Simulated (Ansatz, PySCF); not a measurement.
Reaction (SMILES): C[SiH](C)F -> C[Si](C)F + H atom (the H-Si bond at the site shown breaks; other sites are not compared here)
Each molecule is optimised on its own at B3LYP-D3(BJ)/def2-TZVP (Ansatz, a first-principles code).

Property: bond dissociation energy (enthalpy at 298 K, with B3LYP-D3(BJ) rigid-rotor harmonic-oscillator terms from PySCF), in kcal/mol. Cores are frozen in the correlated levels unless marked. UHF or UKS for open shells. No spin-orbit coupling. Non-relativistic. Basis-set limits of correlation are two-point, X^-3; Hartree-Fock from the larger set. The bracket is a focal-point correction in the basis named.

```tsv
level	program	bond dissociation energy (kcal/mol)
PBE-D3(BJ)/def2-TZVPD	Ansatz + dftd3	88.5
BLYP-D4/def2-TZVPD	Ansatz + dftd4	?
PBE0-D3(BJ)/def2-TZVP	Ansatz + dftd3	90.6
HSE06-D3(BJ)/def2-TZVPD	Ansatz + dftd3	?
LC-wPBE-D3(BJ)/def2-TZVPD	Ansatz + dftd3	91.1
B2PLYP-D4/def2-TZVPD	Ansatz + dftd4	?
RI-MP2/CBS(cc-pV(T+d)Z,cc-pV(Q+d)Z)+[CCSD(T)-MP2]/cc-pV(T+d)Z	Ansatz	96.8
```

**Question.** Some entries are withheld; supply them.

**Answer.** 
- BLYP-D4/def2-TZVPD, bond dissociation energy (kcal/mol): 90.7
- HSE06-D3(BJ)/def2-TZVPD, bond dissociation energy (kcal/mol): 90.2
- B2PLYP-D4/def2-TZVPD, bond dissociation energy (kcal/mol): 93.2
